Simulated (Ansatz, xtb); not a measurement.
Two structures of H5Si2Sn

Structure I: `[SiH2]1[SiH2][SnH]1`, a doublet. Structure II: a doublet given by its coordinates. Both are isolated molecules in the gas phase, relaxed with PBE0-D3(BJ)/def2-SVP.

I (Å):

```xyz
8

Si    1.1846   -0.4275    0.7106
Si   -0.7837    0.2882   -0.4918
Sn    0.8791   -1.2736   -1.7187
H     2.2290    0.5566    1.1287
H     0.7839   -1.2889    1.8644
H     1.8503   -0.1466   -2.6353
H    -2.0034   -0.2777    0.1609
H    -0.9930    1.7277   -0.8357
```

II (Å):

```yaml
atoms:
  - { symbol: Si, position_ang: [-1.3884, 1.1092, 0.2854] }
  - { symbol: Si, position_ang: [0.9154, 1.0303, -0.1195] }
  - { symbol: Sn, position_ang: [2.8769, 1.7326, 1.3930] }
  - { symbol: H, position_ang: [-1.9866, -0.2617, 0.2089] }
  - { symbol: H, position_ang: [-2.0753, 1.9729, -0.7273] }
  - { symbol: H, position_ang: [-1.6307, 1.6704, 1.6482] }
  - { symbol: H, position_ang: [1.1530, 0.4623, -1.4911] }
  - { symbol: H, position_ang: [1.6393, 2.1974, 2.5883] }
```

Close contacts (Å): Si1–Si2 2.34, Si2–Sn3 2.57, Si1–H4 1.50, Si1–H5 1.50, Si1–H6 1.49, Si2–H7 1.50, Sn3–H8 1.78.

Problem. Which of the two would you expect CCSD(T)/def2-SVP + ΔMP2/def2-TZVPP electronic energies to favour?

Solution. Structure II; the calculation gives E(II) − E(I) = −3.5 kcal/mol.

How the difference moves with the method:

```csv
level,geometry,E(II) − E(I) (kcal/mol),departure from the last row (kcal/mol),"job, with rough time for the two"
PBE0-D3(BJ)/def2-SVP,PBE0-D3(BJ)/def2-SVP,−2.0,+1.5,"optimisation, 2.9 min"
HF/def2-SVP,PBE0-D3(BJ)/def2-SVP,−11.6,−8.1,part of the CCSD(T) run
MP2/def2-SVP,PBE0-D3(BJ)/def2-SVP,−2.6,+0.9,part of the CCSD(T) run
CCSD(T)/def2-SVP,PBE0-D3(BJ)/def2-SVP,−4.2,−0.6,single point
CCSD(T)/def2-SVP + ΔMP2/def2-TZVPP,PBE0-D3(BJ)/def2-SVP,−3.5,,"single point, 53 s"
```

The levels shown agree on the order. The largest departure from CCSD(T)/def2-SVP + ΔMP2/def2-TZVPP is that of HF/def2-SVP, 8.1 kcal/mol. Levels run at GFN2-xTB geometries aren't shown. The last row adds to CCSD(T) the change of the MP2 difference between the two basis sets, here +0.6 kcal/mol.

With harmonic frequencies from PBE0-D3(BJ)/def2-SVP (ideal gas, rigid rotor, one conformer each, 400 K, 1 atm): on the last row, ΔE + ΔZPE = −3.4 kcal/mol. A mode under 50 cm⁻¹ makes harmonic enthalpies and free energies unreliable, so none is given.

Open shells are spin-unrestricted. The correlated steps freeze 14 core orbitals; the filled d shell of Sn is correlated, in a basis made for valence electrons. Atoms past krypton carry core potentials in the def2 sets and no spin–orbit term is included. Codes used: Ansatz 0.2.0; the last row on 2 threads of Arm Neoverse V2 on a shared host.
